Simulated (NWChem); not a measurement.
**Basis-set dependence for ClTl**

```
Tl
Cl 1 2.5195
```
Charge 0, spin multiplicity 1.

Everything below was run with NWChem. Structure: optimised with PBE0/def2-SVP with def2 effective core potentials on Tl, a minimum by its harmonic frequencies.

Hartree-Fock energies in Ha, correlation energies in mHa.

Effective core potentials replace the inner electrons of Tl; spin-orbit coupling is left out. The correlated methods keep 9 core orbitals frozen. The structure started from a generated list of species. No row is a measurement; the coupled-cluster row has its own basis-set and correlation limits.

```csv
basis,functions,RHF,MP2,SCS-MP2,CCSD,CCSD+T(CCSD),CCSD(T),CR-CCSD[T],CR-CCSD(T)
def2-SVP,44,-630.94617,-194.7,-189.7,-217.3,-223.5,-223.1,-222.5,-222.2
def2-TZVP,87,-631.10824,-547.8,-505.2,-536.5,-553.6,-552.9,-549.6,-549.1
def2-QZVP,152,-631.12202,-653.9,-604.3,not run,not run,not run,not run,not run
```

From def2-TZVP to def2-QZVP the Hartree-Fock energy moves by -13.8 mHa and the MP2 correlation energy by -106.0 mHa, which is 16 % of its value in the larger set.
